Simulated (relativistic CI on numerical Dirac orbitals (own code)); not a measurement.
# Calculated levels, Pb⁷⁹⁺

Computed by Dirac-Coulomb-Breit CI, KLI orbitals optimised for each configuration, model QED (radiative potential, 1s self-energy scaled to tabulated hydrogen-like ionisation energies), unscaled Slater integrals (own radial code, finite nucleus).

Configurations in the expansion (outside the closed core 1s2): 2s, 2p, 3s, 3p, 3d, 4s, 4p, 4d, 4f, 5s, 5p, 5d, 5f, 5g. Levels of other configurations are missing.

The lowest level is 2s ²S1/2, with 100 % of that term; Hund's rules for 2s give ²S with J = 1/2, in agreement.

| No. | Configuration | Term | J | E (10³ cm⁻¹) | % | Landé g | Lifetime (s) | jj configuration (%) |
| --- | --- | --- | --- | --- | --- | --- | --- | --- |
| 1 | 2s | ²S | 1/2 | 0 | 100 | 1.937 |  | 2s (100) |
| 2 | 2p | ²P° | 1/2 | 1874 | 100 | 0.601 | 7.52e-11 | 2p1/2 (100) |
| 3 | 2p | ²P° | 3/2 | 21338 | 100 | 1.287 | 4.20e-14 | 2p3/2 (100) |
| 4 | 3s | ²S | 1/2 | 114357 | 100 | 1.974 | 1.89e-15 | 3s (100) |
| 5 | 3p | ²P° | 1/2 | 114855 | 100 | 0.638 | 8.28e-16 | 3p1/2 (100) |
| 6 | 3p | ²P° | 3/2 | 120666 | 100 | 1.313 | 1.31e-15 | 3p3/2 (100) |
| 7 | 3d | ²D | 3/2 | 120763 | 100 | 0.779 | 3.32e-16 | 3d3/2 (100) |
| 8 | 3d | ²D | 5/2 | 122337 | 100 | 1.181 | 3.79e-16 | 3d5/2 (100) |
| 9 | 4s | ²S | 1/2 | 153333 | 100 | 1.987 | 2.86e-15 | 4s (100) |
| 10 | 4p | ²P° | 1/2 | 153533 | 100 | 0.650 | 1.43e-15 | 4p1/2 (100) |
| 11 | 4p | ²P° | 3/2 | 155963 | 100 | 1.322 | 2.11e-15 | 4p3/2 (100) |
| 12 | 4d | ²D | 3/2 | 156005 | 100 | 0.788 | 7.59e-16 | 4d3/2 (100) |
| 13 | 4d | ²D | 5/2 | 156674 | 100 | 1.189 | 8.75e-16 | 4d5/2 (100) |
| 14 | 4f | ²F° | 5/2 | 156674 | 100 | 0.846 | 1.66e-15 | 4f5/2 (100) |
| 15 | 4f | ²F° | 7/2 | 156995 | 100 | 1.132 | 1.73e-15 | 4f7/2 (100) |
| 16 | 5s | ²S | 1/2 | 170978 | 100 | 1.992 | 4.60e-15 | 5s (100) |
| 17 | 5p | ²P° | 1/2 | 171077 | 100 | 0.656 | 2.47e-15 | 5p1/2 (100) |
| 18 | 5p | ²P° | 3/2 | 172310 | 100 | 1.327 | 3.49e-15 | 5p3/2 (100) |
| 19 | 5d | ²D | 3/2 | 172332 | 100 | 0.792 | 1.45e-15 | 5d3/2 (100) |
| 20 | 5d | ²D | 5/2 | 172674 | 100 | 1.193 | 1.68e-15 | 5d5/2 (100) |
| 21 | 5f | ²F° | 5/2 | 172675 | 100 | 0.850 | 3.16e-15 | 5f5/2 (100) |
| 22 | 5g | ²G | 7/2 | 172840 | 100 | 0.882 | 5.54e-15 | 5g7/2 (100) |
| 23 | 5f | ²F° | 7/2 | 172840 | 100 | 1.136 | 3.30e-15 | 5f7/2 (100) |
| 24 | 5g | ²G | 9/2 | 172937 | 100 | 1.104 | 5.64e-15 | 5g9/2 (100) |

Energies count from the lowest computed level; ° marks odd parity; lifetimes are radiative, by E1, M1, E2, M2 decay to levels of this space only. Filled j subshells are mostly left out of the jj labels.

The mean weight of the leading LS term, summed over parents, in these 24 levels is 100 %, and that of the leading jj configuration (from the same eigenvectors) 100 %.

At this charge energies of transitions that change n are usually good to better than 1 %, and those within a shell (Δn = 0) to a few per cent.
